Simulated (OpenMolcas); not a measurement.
# Ti2+, Zr2+, Hf2+: d² down the group

| Quantity | Value |
| --- | --- |
| Program | OpenMolcas 26.06 |
| Method | SS-CASPT2, IPEA 0.25 Eh, imaginary shift 0.1 Eh |
| Basis | ANO-RCC-VQZP |
| Scalar Hamiltonian | DKH2, point nucleus |
| Spin-orbit coupling | RASSI with atomic mean-field integrals over the reference wave functions, term energies averaged over their components |

Active space for each ion: 2 electrons in 5 orbitals (d); closed shells correlated by CASPT2: Ti2+ 3s 3p; Zr2+ 4s 4p; Hf2+ 5s 5p.

Computed levels in cm-1 above ³F₂:

| Level | Ti2+ | Zr2+ | Hf2+ |
| --- | --- | --- | --- |
| ³F₃ | 197 | 708 | 3420 |
| ³F₄ | 452 | 1530 | 6470 |
| ¹D₂ | 7580 | 5290 | 8200 |
| ³P₀ | 10970 | 8630 | 9700 |
| ³P₁ | 11040 | 8910 | 11670 |
| ³P₂ | 11170 | 9420 | 14460 |
| ¹G₄ | 14260 | 11250 | 14720 |
| ¹S₀ | 31540 | 23530 | 26270 |
| weight of ³F in the lowest level (%) | 100 | 99 | 90 |

Mixed levels, with the weight of the term that names them: Hf2+ ¹D₂ (74 %).

Measured, with the error of the calculation in %. Measured levels: Ti2+ from Corliss and Sugar, J. Phys. Chem. Ref. Data 8, 1 (1979); Zr2+ from Moore, Atomic Energy Levels, vol. II, NSRDS-NBS 35 (1971 reprint of NBS Circular 467, 1952); NIST levels as listed in Rynkun, Gaigalas and Jonsson, Astron. Astrophys. 637, A10 (2020).

| Level | Ti2+ | Zr2+ |
| --- | --- | --- |
| ³F₃ | 185 (+6.5) | 681 (+4.0) |
| ³F₄ | 420 (+7.4) | 1486 (+2.9) |
| ¹D₂ | 8474 (-10.5) | 5742 (-7.9) |
| ³P₀ | 10538 (+4.1) | 8062 (+7.0) |
| ³P₁ | 10604 (+4.1) | 8326 (+7.0) |
| ³P₂ | 10721 (+4.2) | 8838 (+6.6) |
| ¹G₄ | 14398 (-1.0) | 11049 (+1.9) |
| ¹S₀ | 32476 (-2.9) | 23979 (-1.9) |

The fine-structure level ³F₄ changes by a factor of 14.3 from Ti2+ to Hf2+.

Without spin-orbit coupling ¹D lies 7330, 4380, 4150 cm-1 above ³F in that order; the difference to the level ¹D₂, of either sign, comes from spin-orbit coupling, which also lowers the zero.

CASPT2 does not keep the components of a term degenerate, so their means are used; among the terms shown or strongly mixed into the levels shown the widest spread is 870 cm-1 (3d² ¹G, Ti2+). Levels of configurations with an s electron are missing; early in the row they begin among the upper levels of the d shell and mix with terms of their name (holds for Zr2+). Configurations with an s electron lie low in 5d ions of this charge, fall among these levels and mix in, so low-spin terms can stand far too high, up to twice their true height, and weights are not those of the real levels (holds for Hf2+). Computed and measured levels are paired by configuration, term and J; levels that our copy of the source lacks, or whose pairing is in doubt (as where it misses far off the trend of its configuration), stay unpaired and out of the deviations. Levels of configurations outside the active space are missing.
